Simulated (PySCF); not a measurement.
Start geometry of `[Cl][Sb]([Cl])([Cl])([Cl])[Cl]` from GFN2-xTB (Å):
```
atom  x, y, z in Å
Sb1    0.001    0.002   -0.001
Cl2   -0.013    0.002    2.389
Cl3    0.022    0.016   -2.391
Cl4    2.354   -0.006    0.016
Cl5   -1.199    2.026   -0.002
Cl6   -1.165   -2.039   -0.011
```

**Question.** What comes out of this run: PBE0-D3(BJ)/def2-SVP geometry optimisation, gas phase, def2 core potentials past Kr (PySCF)?

**Answer.** 
```
atom  x, y, z in Å
Sb1   -0.004   -0.001    0.000
Cl2   -0.021   -0.006    2.362
Cl3    0.016    0.012   -2.362
Cl4    2.331    0.010    0.022
Cl5   -1.174    2.023   -0.002
Cl6   -1.148   -2.039   -0.021
```

The energy falls by 2.1 kJ/mol over 4 energy and gradient evaluations, the largest force component goes from 0.0081 to 3.4e-04 Eh/bohr, and the atoms move by 0.024 Å rms after alignment. Among the bonds, Sb1–Cl2 and Sb1–Cl3 change most and about equally (-0.028 Å). Bonds longer at the end by more than 0.005 Å: 0 of 5; shorter: 5. Rotational constants go from 870.8, 735.7, 729.9 to 882.5, 749.4, 744.7 MHz. The orientation of the end geometry is arbitrary; only internal coordinates are fixed.

The run used 116 basis functions and 25 SCF cycles in all. On one thread, Arm Neoverse V2, no GPU, shared host, this took 32 s of wall time.

Stationary, but not proved a minimum.
